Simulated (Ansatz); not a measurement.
Reaction (formal exchange of groups at the Si–C bond): `C=C[SiH2]N` + `N[SiH](F)F` → `N[SiH2][Si](N)(F)F` + `C=C`

Calculated with Ansatz (gas phase, PBE0-D4/def2-TZVP geometries, no zero-point term in ΔE). CCSD(T)/CBS adds triple-zeta CCSD(T) − MP2 to the extrapolated MP2 energy (def2 sets, frozen cores). This one scheme is used for every species. Functionals use def2-TZVPP. Each species was taken in one conformer, which may not be the lowest.

CCSD(T)/CBS gives +0.22 eV.

**Question.** Another level gave +0.17 eV. Which?
A. SCS-MP2/def2-TZVPP
B. PBE/def2-TZVPP
C. r2SCAN-D4/def2-TZVPP
D. CCSD/def2-TZVPP

**Answer.** C. r2SCAN-D4 0.17, SCS-MP2/def2-TZVPP 0.30, CCSD/def2-TZVPP 0.24, PBE 0.07 eV.

Largest T1 diagnostic among the species: 0.012.

From PBE to PBE0 (25 % exact exchange), in def2-TZVPP and without D4, ΔE moves by +0.05 eV.
